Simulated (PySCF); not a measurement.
**SeO₂I₂, singlet: data card**

All numbers come from PBE0 in PySCF with Se def2-SVP, O def2-SVP, I def2-SVP with ECP28; scalar-relativistic core potentials, no spin–orbit coupling; density-fitted integrals.

The structure is a minimum.

```xyz
5
charge 0 multiplicity 1, angstrom
Se    0.0000    0.0000   -1.0502
O     0.0000    1.3920   -1.8312
O     0.0000   -1.3920   -1.8312
I     2.0178    0.0000    0.5620
I    -2.0178    0.0000    0.5620
```

```
Point group                                                                   : C2v
Bond lengths                                                                  : Se–I 2.583 Å (×2), Se–O 1.596 Å (×2)
Bond angles                                                                   : I–Se–I 102.7°, I–Se–O 107.8° (×4), O–Se–O 121.4°
Enthalpy at 298.15 K above 0 K                                                : 20.47 kJ/mol
Zero-point energy                                                             : 20.8 kJ/mol
Rotational constants                                                          : 0.04994, 0.01539, 0.01288 cm⁻¹
Principal quadrupole moments (Buckingham, traceless) about the centre of mass : -8.39, -4.20, 12.59 D Å
Highest occupied level                                                        : -8.34 eV
Dipole moment                                                                 : 2.93 D
Entropy at 298.15 K and 1 bar                                                 : 376.4 J/(mol K)
Principal polarisabilities                                                    : 58.4, 82.1, 132.3 bohr³
Lowest empty level                                                            : -4.84 eV
Heat capacity Cp at 298.15 K                                                  : 89.3 J/(mol K)
Atomisation energy without zero-point energy                                  : 916 kJ/mol
Rotational symmetry number                                                    : 2
```

Harmonic modes (masses in u: Se 79.917, O 15.995, I 126.904):
```csv
symmetry,ω (cm⁻¹),IR (km/mol),μ (u),type
a1,71,0.0,84.45,bend
a2,162,0.0,16.83,bend
b2,177,2.2,22.43,bend
a1,184,0.6,45.68,stretch
b1,186,2.6,33.18,mixed
b1,314,134,29.15,bend
a1,346,55.1,20.86,bend
a1,977,73.7,17.25,stretch
b2,1057,65.8,19.73,stretch
```

In C2v the vibrations span 4a1 + a2 + 2b2 + 2b1. The a2 mode carries no infrared intensity, as symmetry demands.

Charges (e):
```json
{"atom": "Se1", "Mulliken": "0.80", "Löwdin": "0.77", "polar tensor": "1.91", "Mayer order to Se1": "–"}
{"atom": "O2,3", "Mulliken": "-0.44", "Löwdin": "-0.40", "polar tensor": "-0.67", "Mayer order to Se1": "1.63"}
{"atom": "I4,5", "Mulliken": "0.04", "Löwdin": "0.02", "polar tensor": "-0.29", "Mayer order to Se1": "0.77"}
```

Mulliken populations on Se1: s 7.59, p 14.97, d 10.64.

Outer orbital energies (eV). occupied: -10.09, -9.96, -9.83, -9.17, -9.03, -8.59, -8.43, -8.34; empty: -4.84, -2.40, -0.14, 0.65.

Counting electrons, selenium keeps none of its valence electrons outside its bonds, so the VSEPR class is AX4 and the expected shape is tetrahedral; with unlike ligands the computed point group is C2v.

Only a few start shapes were tried, so a lower isomer may exist.

The final relaxation and frequency run took about 7 core-minutes on a shared host.
